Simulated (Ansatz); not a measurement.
**Multireference treatment of BeH₂, singlet**

Program: Ansatz, Gaussian basis, development build. Basis cc-pVDZ, nonrelativistic, 1 orbital frozen in the corrections. State-specific CASSCF; RHF is the lowest restricted (open-shell) Hartree–Fock solution met. Solutions may break the symmetry of the shape. No proof that the lowest CASSCF solution was found.

Geometry. A bond is stretched, to 3.16 times the sum of the covalent radii.

```xyz
3

H     0.0000    0.0000   -4.0173
Be    0.0000    0.0000    0.0000
H     0.0000    0.0000    4.0173
```

What do CASSCF and its corrections give against RHF in CAS(4,6), and what are the occupations?

CASSCF -7.577 eV, SC-NEVPT2 -7.603 eV; occupations 1.81, 1.01, 0.99, 0.07, 0.07, 0.06.
